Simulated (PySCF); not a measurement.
CH5BrOSi, SMILES C[SiH](O)Br.

Geometry: PBE-D3(BJ)/def2-SVP. The structure was generated by enumeration, and PubChem lists no compound with its InChIKey, so it may never have been made. Other conformers were not sampled.

Method: PySCF 2.14.0 with TDDFT-PBE/def2-SVPD.

Vertical excitations. 

### Question
Estimate the UV-visible absorptions. (An estimate is asked for; the answer gives what the named calculation found.)

### Answer

```
state  energy (eV)  λ (nm)      f                                              main pairs
-----  -----------  ------  -----  ------------------------------------------------------
S1            6.25     198  0.015                                          HOMO→LUMO 97 %
S2            6.50     191  0.043                                        HOMO−1→LUMO 91 %
S3            6.57     189  0.021                                        HOMO→LUMO+1 95 %
S4            6.74     184  0.018                                      HOMO−1→LUMO+1 95 %
S5            7.03     176  0.018                                        HOMO−2→LUMO 93 %
S6            7.08     175  0.050                                        HOMO→LUMO+2 89 %
S7            7.20     172  0.008                  HOMO−1→LUMO+2 64 %, HOMO−2→LUMO+1 35 %
S8            7.34     169  0.032                  HOMO−2→LUMO+1 54 %, HOMO−1→LUMO+2 29 %
S9            7.56     164  0.010                                        HOMO→LUMO+3 96 %
S10           7.68     161  0.014                                        HOMO−3→LUMO 87 %
T1            6.12     203      0                        HOMO→LUMO 77 %, HOMO→LUMO+1 22 %
T2            6.21     200      0      HOMO→LUMO+1 66 %, HOMO−1→LUMO 17 %, HOMO→LUMO 17 %
T3            6.24     199      0  HOMO−1→LUMO 72 %, HOMO−1→LUMO+1 11 %, HOMO→LUMO+1 11 %
T4            6.35     195      0                                      HOMO−1→LUMO+1 88 %
```
Triplets are in the Tamm–Dancoff approximation, which puts them higher than full response would, so one can lie above its singlet here.
